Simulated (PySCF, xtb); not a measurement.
HO3W, SMILES [O]=[W+](=[O])[OH], charge +1, multiplicity 1.

GFN2-xTB (xtb) at its own geometry gives an orbital gap of 1.92 eV.

Geometry: PBE0-D3(BJ)/def2-SVP. The spin state was assumed, not searched. The isomer is the one that the SMILES or the coordinates give; other isomers of the formula were not compared. The def2 effective core potentials stand for the cores of W; spin–orbit coupling is left out. One conformer was computed; it need not be the lowest.

What does M06-2X/def2-TZVPD in PySCF give? (The exact figures need the calculation; the answer reports its results.)

gap 7.18 eV (levels -17.01 and -9.84 eV).
